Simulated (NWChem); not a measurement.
System meant: InHOF2; SMILES [In]([F])([F])[OH]

Input file for NWChem:

```
start job
memory heap 200 mb stack 900 mb global 1100 mb
geometry units angstroms noautoz
  In    -0.026169    -0.015256     0.000000
  F     -1.795008    -0.886488     0.000000
  F     -0.034696     1.945310     0.000000
  O      1.668655    -1.084828     0.000000
  H      1.416236    -2.031354     0.000000
end
basis spherical
  * library def2-svp
end
dft
  xc pbe0
  iterations 150
  mulliken
end
task dft energy
```

End of the output:

```
             Grid Information
             ----------------
          Grid used for XC integration:  medium
          Radial quadrature: Mura-Knowles
          Angular quadrature: Lebedev.
          Tag              B.-S. Rad. Rad. Pts. Rad. Cut. Ang. Pts.
          ---              ---------- --------- --------- ---------
          In                  1.55      123           9.0       590
          F                   0.50       49          11.0       434
          O                   0.60       49           8.0       434
          H                   0.35       45          10.0       434
          Grid pruning is: on
          Number of quadrature shells:   315
          Spatial weights used:  Erf1

          Convergence Information
          -----------------------
          Convergence aids based upon iterative change in
          total energy or number of iterations.
          Levelshifting, if invoked, occurs when the
          HOMO/LUMO gap drops below (HL_TOL):  1.00D-02
          DIIS, if invoked, will attempt to extrapolate
          using up to (NFOCK): 10 stored Fock matrices.

                    Damping( 0%)  Levelshifting(0.5)       DIIS
                  --------------- ------------------- ---------------
          dE  on:    start            ASAP                start
          dE off:    2 iters        150 iters           150 iters

      Screening Tolerance Information
      -------------------------------
          Density screening/tol_rho:  1.00D-10
          AO Gaussian exp screening on grid/accAOfunc:  14
          CD Gaussian exp screening on grid/accCDfunc:  20
          XC Gaussian exp screening on grid/accXCfunc:  20
          Schwarz screening/accCoul:  1.00D-08

      Superposition of Atomic Density Guess
      -------------------------------------

      charge =      49.0 In (Indium)

      symmetry species            s     p     d     f
      number of basis functions =10     7     6
      number of cont. functions = 4     4     2
      number of closed shells   = 5     3     2
      number of open shells     = 0     1     0
      open shell occupation     = 0     1     0
 ------------------------------------------------------------------------
 atomscf:atomd: error in atom scf                   0
 ------------------------------------------------------------------------
 ------------------------------------------------------------------------
  current input line :
    18: task dft energy
 ------------------------------------------------------------------------
 ------------------------------------------------------------------------
 This error has not yet been assigned to a category
 ------------------------------------------------------------------------
 For more information see the NWChem manual at https://nwchemgit.github.io

0:atomscf:atomd: error in atom scf:Received an Error in Communication
```

### Question
Can this run be used? If not, why, and what is the fix?

### Answer
The run crashed. Cause: the def2 basis of a heavy element holds valence functions alone and wants its effective core potential (without it all electrons must fit into that basis). This input runs:
```
start job
memory heap 200 mb stack 900 mb global 1100 mb
geometry units angstroms noautoz
  In    -0.026169    -0.015256     0.000000
  F     -1.795008    -0.886488     0.000000
  F     -0.034696     1.945310     0.000000
  O      1.668655    -1.084828     0.000000
  H      1.416236    -2.031354     0.000000
end
basis spherical
  * library def2-svp
end
ecp
  In library def2-ecp
end
dft
  xc pbe0
  iterations 150
  mulliken
end
task dft energy
```
It converges to -465.20016 Ha (PBE0/def2-SVP with def2 effective core potentials on In).
